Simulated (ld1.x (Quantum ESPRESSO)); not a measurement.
**An all-electron radial function and its pseudo partner (S)**

Columns: radius, all-electron u(r) and pseudo u(r) of the 3s shell (level -27.69 eV) of sulfur in the configuration [Ne] 3s2 3p3; PW91, scalar-relativistic, ultrasoft scheme, ld1.x (Quantum ESPRESSO) 7.5.

```
r (bohr)  all-electron  pseudo
   0.088        0.1523  0.0262
   0.175       -0.1743  0.0557
   0.262       -0.3836  0.0919
   0.350       -0.4161  0.1377
   0.438       -0.3206  0.1941
   0.525       -0.1587  0.2602
   0.612        0.0278  0.3355
   0.700        0.2143  0.4185
   0.788        0.3829  0.5047
   0.875        0.5247  0.5891
   0.962        0.6395  0.6681
   1.050        0.7289  0.7383
   1.138        0.7932  0.7949
   1.225        0.8345  0.8345
   1.312        0.8565  0.8565
   1.400        0.8624  0.8624
   1.487        0.8549  0.8549
   1.575        0.8366  0.8366
   1.662        0.8104  0.8104
   1.750        0.7778  0.7778
   1.838        0.7409  0.7409
   1.925        0.7016  0.7016
   2.012        0.6608  0.6608
   2.100        0.6189  0.6189
   2.188        0.5771  0.5771
   2.275        0.5366  0.5366
```

(1) How many radial nodes do the two functions have?

(2) At about which radius was the pseudo-wave matched?

(3) Is the pseudo-wave norm-conserving?

## Answers

(1) The all-electron 3s function has n − l − 1 = 2; the pseudo-wave has 0, since the states of the same l below it are removed with the core.

(2) 1.25 bohr, where the columns begin to agree (steps of 0.09 bohr).

(3) No, it belongs to an ultrasoft set: the norm inside the radius is not constrained, and the difference is carried by the augmentation charge.
